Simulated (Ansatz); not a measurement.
`C[SiH2]B(C)C` + HCl → `CB(C)[SiH2]Cl` + CH₄  (ligand exchange at the Si–C bond)

Gas-phase electronic energies from Ansatz, PBE0-D4/def2-TZVP geometries. CBS: MP2 limit from def2 TZ/QZ plus the TZ coupled-cluster correction, frozen cores. This one scheme is used for every species. DFT in def2-TZVPP. Each species was taken in one conformer, which may not be the lowest.

```csv
level,ΔE (kJ/mol)
ωB97M-V,-110.7
r2SCAN,-113.3
```

Q: What does CCSD(T)/CBS give? (Best estimate.)

A: Computed: -109.4 kJ/mol. The listed levels differ from it by -1.3, -3.9 kJ/mol.

Largest T1 diagnostic among the species: 0.011.

In def2-TZVPP, CCSD(T) changes the Hartree–Fock value by +15.2 kJ/mol (the triples alone add +0.8 kJ/mol) and MP2 by +9.9 kJ/mol.
